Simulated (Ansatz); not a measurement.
```yaml
crystal:
  periodic: [false, false, false]
  atoms:
    - {symbol: N, position_ang: [1.019716, -1.144175, 0.836730]}
    - {symbol: C, position_ang: [0.551773, -0.651572, 0.366481]}
    - {symbol: Sn, position_ang: [-0.196984, 0.196319, -0.131345]}
    - {symbol: F, position_ang: [-1.046698, -0.404180, -0.597059]}
    - {symbol: F, position_ang: [0.256322, 0.855865, -0.987259]}
    - {symbol: F, position_ang: [-0.681105, 1.024267, 0.793935]}
basis:
  gaussian: {orbitals: def2-mTZVPP}
hamiltonian: {xc: {name: PBE-QIDH}}
```

```sh
$ ansatz run in.yaml --threads 2 --pin off --events-out ev --progress --plain --max-ram 32768MiB --backend cpu
```

Output, abridged:

```
Functional definition: PBE-QIDH
1447 factors; integrals over basis functions are off by at most 2.9e-4 eV
mean field evaluation 1: about -16337.8203 eV, gradient 9.5e1 eV
mean field evaluation 2: about -16338.1532 eV, gradient 9.4e1 eV
mean field evaluation 4: about -16349.6490 eV, gradient 4.1e0 eV
mean field evaluation 8: about -16349.6990 eV, gradient 4.3e-1 eV
mean field evaluation 16: about -16349.6994 eV, gradient 2.0e-4 eV
mean field -16349.69937587 eV, -600.8403698389 hartree, gradient 3.9e-6 eV, S^2 0.000000; 0 other end points of the search recorded, 0 dependent functions left out
9 core orbitals not correlated: weight in the atoms' cores, before any rotation towards them, 0.986 or more for the frozen orbitals, at most 0.011 for the correlated occupied ones
reference -16349.69939162 eV, -600.8403704178 hartree; 22, 22 occupied and 120, 120 virtual orbitals, 1447 factors
second order -32.20668336 eV of doubles, -0.00000000 eV of singles
Total energy: -16360.43495274 eV, -601.2348950122 hartree
```

(1) Something in this input is off. What?

Answers

(1) The geometry is squeezed to about two thirds of its size. Self-consistency was reached. The result belongs to that input, not to the molecule as meant.
